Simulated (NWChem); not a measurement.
Everything below was run with NWChem. System: CF, charge 1, spin multiplicity 1, displaced from the optimised geometry. The structure started from a generated list of species. Level: PBE/cc-pVDZ, spin-restricted.

Job file:

```
start mol
memory heap 200 mb stack 900 mb global 1100 mb
charge 1
geometry units angstroms nocenter noautoz noautosym
  C      0.000000     0.000000     0.692096
  F      0.000000     0.000000    -0.288373
end
basis spherical
  * library cc-pvdz
end
dft
  xc xpbe96 cpbe96
  semidirect memsize 60000000 filesize 0
  iterations 100
end
task dft energy
```

Part of the output:

```
             Northwest Computational Chemistry Package (NWChem) 7.3.0
             --------------------------------------------------------

                                NWChem Input Module
                                -------------------

 Scaling coordinates for geometry "geometry" by  1.889725989
 (inverse scale =  0.529177249)

                             Geometry "geometry" -> ""
                             -------------------------

 Output coordinates in angstroms (scale by  1.889725989 to convert to a.u.)

  No.       Tag          Charge          X              Y              Z
 ---- ---------------- ---------- -------------- -------------- --------------
    1 C                    6.0000     0.00000000     0.00000000     0.69209600
    2 F                    9.0000     0.00000000     0.00000000    -0.28837300

 Effective nuclear repulsion energy (a.u.)      29.1447985056

            Nuclear Dipole moment (a.u.)
            ----------------------------
        X                 Y               Z
 ---------------- ---------------- ----------------
     0.0000000000     0.0000000000     2.9427172142


 Summary of "ao basis" -> "" (spherical)
 ------------------------------------------------------------------------------
       Tag                 Description            Shells   Functions and Types
 ---------------- ------------------------------  ------  ---------------------
 *                          cc-pvdz                   on all atoms

  pbe96 is a nonlocal functional; adding pw91lda local functional.

                                 NWChem DFT Module
                                 -----------------

 Summary of "ao basis" -> "ao basis" (spherical)
 ------------------------------------------------------------------------------
       Tag                 Description            Shells   Functions and Types
 ---------------- ------------------------------  ------  ---------------------
 C                          cc-pvdz                  6       14   3s2p1d
 F                          cc-pvdz                  6       14   3s2p1d

 Summary of "ao basis" -> "ao basis" (spherical)
[...]
    21      0.210959  2 F  px                 4      0.209263  1 C  px
    22     -0.209876  2 F  py                 5     -0.208189  1 C  py
    13      0.047995  1 C  d  1              11      0.047749  1 C  d -1
     7      0.031693  1 C  px                 8     -0.031530  1 C  py

 Vector    7  Occ=2.000000D+00  E=-7.157416D-01
              MO Center=  3.4D-13, -1.7D-14,  1.0D+00, r^2= 7.1D-01
   Bfn.  Coefficient  Atom+Function         Bfn.  Coefficient  Atom+Function
  ----- ------------  ---------------      ----- ------------  ---------------
     3      0.524103  1 C  s                  6      0.437905  1 C  pz
     2      0.405565  1 C  s                 20     -0.172784  2 F  pz
     9      0.091480  1 C  pz                16     -0.081884  2 F  s
    12     -0.060382  1 C  d  0              17     -0.026581  2 F  s

 Vector    8  Occ=0.000000D+00  E=-4.476945D-01
              MO Center= -8.5D-13,  9.0D-13,  5.7D-01, r^2= 1.0D+00
   Bfn.  Coefficient  Atom+Function         Bfn.  Coefficient  Atom+Function
  ----- ------------  ---------------      ----- ------------  ---------------
     4      0.521139  1 C  px                 5     -0.523455  1 C  py
     7      0.318258  1 C  px                 8     -0.319672  1 C  py
    18     -0.280174  2 F  px                19      0.281419  2 F  py
    21     -0.241329  2 F  px                22      0.242401  2 F  py

 Vector    9  Occ=0.000000D+00  E=-4.476945D-01
              MO Center= -1.9D-13, -1.4D-13,  5.7D-01, r^2= 1.0D+00
   Bfn.  Coefficient  Atom+Function         Bfn.  Coefficient  Atom+Function
  ----- ------------  ---------------      ----- ------------  ---------------
     4      0.523455  1 C  px                 5      0.521139  1 C  py
     7      0.319672  1 C  px                 8      0.318258  1 C  py
    18     -0.281419  2 F  px                19     -0.280174  2 F  py
    21     -0.242401  2 F  px                22     -0.241329  2 F  py

 Vector   10  Occ=0.000000D+00  E=-1.007408D-01
              MO Center= -2.5D-11,  2.5D-11,  3.6D-01, r^2= 2.6D+00
   Bfn.  Coefficient  Atom+Function         Bfn.  Coefficient  Atom+Function
  ----- ------------  ---------------      ----- ------------  ---------------
     9     -1.295246  1 C  pz                 3      1.213979  1 C  s
    17     -1.195244  2 F  s                  6     -0.231638  1 C  pz
    23     -0.228758  2 F  pz                16     -0.203492  2 F  s
     2     -0.170446  1 C  s                  1     -0.087765  1 C  s
    20     -0.065039  2 F  pz

 center of mass
 --------------
 x =   0.00000000 y =   0.00000000 z =   0.17231084

 moments of inertia (a.u.)
 ------------------
          25.247849956145           0.000000000000           0.000000000000
           0.000000000000          25.247849956145           0.000000000000
           0.000000000000           0.000000000000           0.000000000000

     Multipole analysis of the density
     ---------------------------------

     L   x y z        total         alpha         beta         nuclear
     -   - - -        -----         -----         ----         -------
     0   0 0 0      1.000000     -7.000000     -7.000000     15.000000

     1   1 0 0      0.000000      0.000000      0.000000      0.000000
     1   0 1 0     -0.000000     -0.000000     -0.000000      0.000000
     1   0 0 1      0.136398     -1.403159     -1.403159      2.942717

     2   2 0 0     -5.593753     -2.796876     -2.796876      0.000000
     2   1 1 0     -0.000000     -0.000000     -0.000000      0.000000
     2   1 0 1      0.000000      0.000000      0.000000      0.000000
     2   0 2 0     -5.593753     -2.796876     -2.796876      0.000000
     2   0 1 1     -0.000000     -0.000000     -0.000000      0.000000
     2   0 0 2     -5.827136     -9.381501     -9.381501     12.935867

 Task  times  cpu:        0.4s     wall:        0.4s

 Total times  cpu:        0.5s     wall:        0.5s
```
